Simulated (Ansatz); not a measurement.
`[AlH2][SiH]([SiH3])[SiH3]` + `C=O` → `O=C[SiH]([SiH3])[SiH3]` + `[AlH3]`  (formal exchange of groups at the Si–Al bond)

Computed with Ansatz on PBE0-D4/def2-TZVP structures; ΔE is electronic, products minus reactants. CBS: MP2 limit from def2 TZ/QZ plus the TZ coupled-cluster correction, frozen cores. This one scheme is used for every species. One conformer a species, not always the lowest.

```tsv
species	HF/def2-TZVPP energy (Eh)
`[AlH2][SiH]([SiH3])[SiH3]`	-1113.97088
`C=O`	-113.91766
`O=C[SiH]([SiH3])[SiH3]`	-984.23353
`[AlH3]`	-243.64172
```

Problem. Work out ΔE.

Solution. ΔE = (-984.23353) + (-243.64172) − (-1113.97088) − (-113.91766) = 0.01329 Eh = +34.9 kJ/mol. CCSD(T)/CBS gives +42.1 kJ/mol.

Largest T1 diagnostic among the species: 0.016.

In def2-TZVPP, CCSD(T) changes the Hartree–Fock value by +8.4 kJ/mol (the triples alone add +0.3 kJ/mol) and MP2 by +6.9 kJ/mol. From PBE to PBE0 (25 % exact exchange), in def2-TZVPP and without D4, ΔE moves by +3.4 kJ/mol.
